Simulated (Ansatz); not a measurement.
`BBC` + `[OH][GeH2][F]` → `B[O][GeH2][F]` + `BC` at 500 K and 1 bar (cleavage of the B–B bond).

Gas-phase electronic energies from Ansatz, PBE0-D4/def2-TZVP geometries. CBS: MP2 limit from def2 TZ/QZ plus the TZ coupled-cluster correction, frozen cores. This one scheme is used for every species. For Ge outer-core shells are correlated without core-valence functions, which leaves a few kJ/mol of doubt a bond. Scalar relativity is left out up to krypton. Each species was taken in one conformer, which may not be the lowest.

```json
{"species": "`BBC`", "CCSD(T)/CBS energy (Eh)": "-91.20122", "H − E (kJ/mol)": "213.1", "S (J/(mol·K))": "340.7"}
{"species": "`[OH][GeH2][F]`", "CCSD(T)/CBS energy (Eh)": "-2252.93819", "H − E (kJ/mol)": "114.8", "S (J/(mol·K))": "333.0"}
{"species": "`B[O][GeH2][F]`", "CCSD(T)/CBS energy (Eh)": "-2278.36226", "H − E (kJ/mol)": "154.3", "S (J/(mol·K))": "380.4"}
{"species": "`BC`", "CCSD(T)/CBS energy (Eh)": "-65.83255", "H − E (kJ/mol)": "172.2", "S (J/(mol·K))": "281.8"}
```

H − E and S are ideal-gas, rigid-rotor, harmonic terms from PBE0-D4/def2-TZVP, for one conformer and one mirror image of each species. 1 Eh = 2625.50 kJ/mol, R = 8.31446 J/(mol·K).

Question: By hand: ΔE, ΔH, ΔS and ΔG.

Answer: ΔE = (-2278.36226) + (-65.83255) − (-91.20122) − (-2252.93819) = -0.05540 Eh = -145.5 kJ/mol. Δ(H − E) = 154.3 + 172.2 − 213.1 − 114.8 = -1.4, so ΔH = -146.9 kJ/mol. ΔS = 380.4 + 281.8 − 340.7 − 333.0 = -11.5 J/(mol·K). ΔG = -146.9 − 500 × (-11.5)/1000 = -141.2 kJ/mol.

Question: By hand: the equilibrium constant, and the temperature at which ΔG would vanish if ΔH and ΔS stayed fixed.

Answer: log₁₀ K = −ΔG/(RT ln 10) = 14.8. ΔG = 0 at ΔH/ΔS = 12774 K, far beyond where these terms or the molecules hold.

The number of gas molecules stays the same, so ΔS is small and ΔH decides. A doubt of 5 kJ/mol in ΔE shifts log₁₀ K by 0.5 here. Other conformers and mirror images would add mixing entropy, several J/(mol·K) or more a flexible species. Modes under 60 cm⁻¹, often nearly free rotors, make the harmonic entropy too high. These are equilibria of isolated gas molecules and say nothing of rates. Largest T1 diagnostic: 0.013 (customary marks: 0.02 for closed shells, 0.045 for open ones).
